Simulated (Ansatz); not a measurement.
Species: SiHF, charge -1, doublet. SiHF- (parent SMILES F[SiH], doublet).
B3LYP-D3(BJ)/def2-TZVP minimum from Ansatz (a quantum-chemistry and plane-wave program):
```xyz
3

Si    -0.2491    -0.3455     0.4756
H     -1.0310    -1.2241    -0.5643
F      0.5021     0.6735    -0.6771
```
Charge -1, spin multiplicity 2.

Total energies in aug-cc-pV(T+d)Z, 13 correlated electrons, 6 frozen orbitals. Radicals and triplets start from unrestricted determinants; spin-orbit coupling is neglected. Correlated methods leave the cores frozen. No relativity. The UHF reference of HFSi- (parent SMILES F[SiH], doublet) is spin-contaminated (<S^2> up to 0.03 over the pure value in the sets run). The spin of HFSi- (parent SMILES F[SiH], doublet) was assumed, and the state is the lowest solution found for it.

| method | program | energy (Eh) | minus CCSDT(Q) (mEh) |
|---|---|---|---|
| HF | Ansatz | -389.02071 | 408.65 |
| MP2 | Ansatz | -389.39678 | 32.58 |
| CCSD | Ansatz | -389.41393 | 15.43 |
| CCSD(T) | Ansatz | -389.42800 | 1.36 |
| CCSDT(Q) | Ansatz | -389.42936 | 0.00 |

Rough core times of Ansatz's runs on a shared machine: CCSD(T) 30 s, CCSDT(Q) 40 min.
